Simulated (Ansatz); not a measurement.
Geometry optimisation, RKS PBE0/def2-SVP in Ansatz.

Input:

```yaml
crystal:
  periodic: [false, false, false]
  atoms:
    - { symbol: "N", position_ang: [-0.3301, 1.3399, 0.1859] }
    - { symbol: Al, position_ang: [0.0941, -0.418, -0.2547] }
    - { symbol: O, position_ang: [1.7608, -1.021, 0.0794] }
    - { symbol: Cl, position_ang: [-1.3234, -1.7567, -1.1629] }
    - { symbol: H, position_ang: [-0.7111, 1.8196, -0.7287] }
    - { symbol: H, position_ang: [-1.1986, 1.3503, 0.8177] }
    - { symbol: H, position_ang: [1.7695, -1.3821, 1.0175] }
basis:
  gaussian: { orbitals: def2-SVP }
hamiltonian:
  xc: pbe0
relax:
  f_tol: 0.02
  max_steps: 50
```

Run as:

```bash
$ ansatz run input.yaml --threads 1 --pin off --max-ram 2048MiB --backend cpu --events-out ev --progress --plain --runs-dir out
```

**Question.** Where does it end, and by what steps?

**Answer.** The run converged. After 13 steps the energy has fallen by 0.915 eV; H5 moved furthest, 1.37 Å.

```
step  energy less start (eV)  largest force component (eV/Å)  accepted
   0                  0.0000                           2.338       yes
   1                 -0.3234                           1.332       yes
   2                 -0.4541                           0.365       yes
   3                 -0.5612                           0.702       yes
   4                 -0.6220                           0.674       yes
   5                 -0.7215                           0.320       yes
   6                 -0.7906                           0.301       yes
   7                 -0.8487                           0.492       yes
   8                 -0.8936                           0.307       yes
   9                 -0.9133                           0.062       yes
  10                 -0.9131                           0.135        no
  11                 -0.9137                           0.046       yes
  12                 -0.9148                           0.066       yes
  13                 -0.9149                           0.019       yes
```

```xyz
7
Properties=species:S:1:pos:R:3
N -0.558 1.101 0.069
Al -0.084 -0.578 -0.165
O 1.448 -1.212 0.171
Cl -1.509 -1.919 -0.917
H 0.029 1.847 0.423
H -1.484 1.455 -0.142
H 2.219 -0.762 0.516
```

Whether the end is a true minimum wasn't checked by a vibrational analysis.

Run time: 47 s on 1 thread of Arm Neoverse V1, with other jobs on the host, peak memory 0.15 GiB.
